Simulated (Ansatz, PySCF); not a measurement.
Stretching the Ge6–H7 bond in CH6BeGe (SMILES [CH3][Be][GeH3]) (multiplicity 1 held, fragments rigid). Energies count from the point at 1.546 Å.
Geometry at that point (charge 0, multiplicity 1):
```json
[
 {"atom": "Be", "x (Å)": "-0.1838", "y (Å)": "1.0492", "z (Å)": "-0.7546"},
 {"atom": "C", "x (Å)": "-0.4193", "y (Å)": "2.3926", "z (Å)": "-1.7208"},
 {"atom": "H", "x (Å)": "-1.2268", "y (Å)": "3.0309", "z (Å)": "-1.3459"},
 {"atom": "H", "x (Å)": "-0.6826", "y (Å)": "2.1178", "z (Å)": "-2.7481"},
 {"atom": "H", "x (Å)": "0.4784", "y (Å)": "3.0178", "z (Å)": "-1.7796"},
 {"atom": "Ge", "x (Å)": "0.1264", "y (Å)": "-0.7213", "z (Å)": "0.5188"},
 {"atom": "H", "x (Å)": "0.9812", "y (Å)": "-1.8178", "z (Å)": "-0.1578"},
 {"atom": "H", "x (Å)": "0.8479", "y (Å)": "-0.3987", "z (Å)": "1.8478"},
 {"atom": "H", "x (Å)": "-1.1919", "y (Å)": "-1.4196", "z (Å)": "0.9253"}
]
```

R- and RO- levels are restricted; in cc, def2 and unpolarised 6-31G sets they are followed outwards from rest. U- levels take the lowest unrestricted solution at each point, which mixes spins at long bonds. Left out are points that failed, MP2 points in a non-variational dive below the minimum, coupled-cluster points behind a sign of a changed root (a jump of the amplitudes, or a one-step jump against full CI or MRCI), small-basis points behind a change of solution, and semi-empirical points at long bonds. Curves can end on different states.

Rows in LANL2DZ carry no dispersion term and start afresh at each structure. LANL2DZ brings its own core potentials from Na on.

Programs: Ansatz (a first-principles code) with Gaussian orbitals; PySCF for LANL2DZ rows. 

Energies in kcal/mol.

```json
[
 {"R (Å)": "1.237", "R-HF/cc-pVTZ": "30.1", "U-PBE/cc-pVTZ": "29.0", "R-B3LYP/LANL2DZ": "29.7", "U-B3LYP/cc-pVTZ": "28.4"},
 {"R (Å)": "1.392", "R-HF/cc-pVTZ": "5.8", "U-PBE/cc-pVTZ": "5.8", "R-B3LYP/LANL2DZ": "6.1", "U-B3LYP/cc-pVTZ": "5.4"},
 {"R (Å)": "1.546", "R-HF/cc-pVTZ": "0.0", "U-PBE/cc-pVTZ": "0.0", "R-B3LYP/LANL2DZ": "0.0", "U-B3LYP/cc-pVTZ": "0.0"},
 {"R (Å)": "1.701", "R-HF/cc-pVTZ": "3.9", "U-PBE/cc-pVTZ": "3.1", "R-B3LYP/LANL2DZ": "3.0", "U-B3LYP/cc-pVTZ": "3.6"},
 {"R (Å)": "1.855", "R-HF/cc-pVTZ": "12.7", "U-PBE/cc-pVTZ": "10.6", "R-B3LYP/LANL2DZ": "10.6", "U-B3LYP/cc-pVTZ": "11.5"},
 {"R (Å)": "2.087", "R-HF/cc-pVTZ": "29.7", "U-PBE/cc-pVTZ": "24.8", "R-B3LYP/LANL2DZ": "25.4", "U-B3LYP/cc-pVTZ": "26.5"},
 {"R (Å)": "2.319", "R-HF/cc-pVTZ": "(withheld)", "U-PBE/cc-pVTZ": "39.4", "R-B3LYP/LANL2DZ": "40.7", "U-B3LYP/cc-pVTZ": "41.8"},
 {"R (Å)": "2.706", "R-HF/cc-pVTZ": "(withheld)", "U-PBE/cc-pVTZ": "60.4", "R-B3LYP/LANL2DZ": "63.8", "U-B3LYP/cc-pVTZ": "63.3"},
 {"R (Å)": "3.092", "R-HF/cc-pVTZ": "96.6", "U-PBE/cc-pVTZ": "72.7", "R-B3LYP/LANL2DZ": "82.0", "U-B3LYP/cc-pVTZ": "74.3"},
 {"R (Å)": "3.556", "R-HF/cc-pVTZ": "117.4", "U-PBE/cc-pVTZ": "77.8", "R-B3LYP/LANL2DZ": "97.9", "U-B3LYP/cc-pVTZ": "79.6"},
 {"R (Å)": "4.175", "R-HF/cc-pVTZ": "137.4", "U-PBE/cc-pVTZ": "79.3", "R-B3LYP/LANL2DZ": "111.5", "U-B3LYP/cc-pVTZ": "81.7"},
 {"R (Å)": "4.948", "R-HF/cc-pVTZ": "(withheld)", "U-PBE/cc-pVTZ": "79.6", "R-B3LYP/LANL2DZ": "left out", "U-B3LYP/cc-pVTZ": "82.2"}
]
```

Problem. Complete the blanks.

Solution. 
- 2.319, R-HF/cc-pVTZ: 47.4
- 4.948, R-HF/cc-pVTZ: 153.8
- 2.706, R-HF/cc-pVTZ: 74.4

Doubts at one or more of the structures used: a restricted determinant that unrestricted orbitals would lower (R-HF/cc-pVTZ); a spin-contaminated determinant (U-PBE/cc-pVTZ, U-B3LYP/cc-pVTZ).
